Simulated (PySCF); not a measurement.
Computed shifts of a molecule C3H7AlO2, PBE0/pcSseg-1 in PySCF, GIAO, gas phase, equivalent atoms averaged, in ppm (number of nuclei): ¹³C: 68.0 (2), -19.4 (1). ¹H: 4.35 (4), 0.05 (3). References: ¹³C against TMS (σ = 186.3 ppm); ¹⁷O against H2O (σ = 334.2 ppm); ¹H against TMS (σ = 31.56 ppm), references at their B3LYP-D3(BJ)/def2-TZVP geometries, non-relativistic. The structure is a stationary point at PBE0-D3(BJ)/def2-SVP. A frequency run showed that this geometry is not a minimum. Other conformers were not sampled.

Problem. Which structure fits?
A) C=[CH][Al]([OH])[O]C
B) [CH3][AlH][O]C(C)=O
C) [CH3][Al]1[O]CC[O]1
D) C=C[CH2][Al]([OH])[OH]

Solution. C, [CH3][Al]1[O]CC[O]1
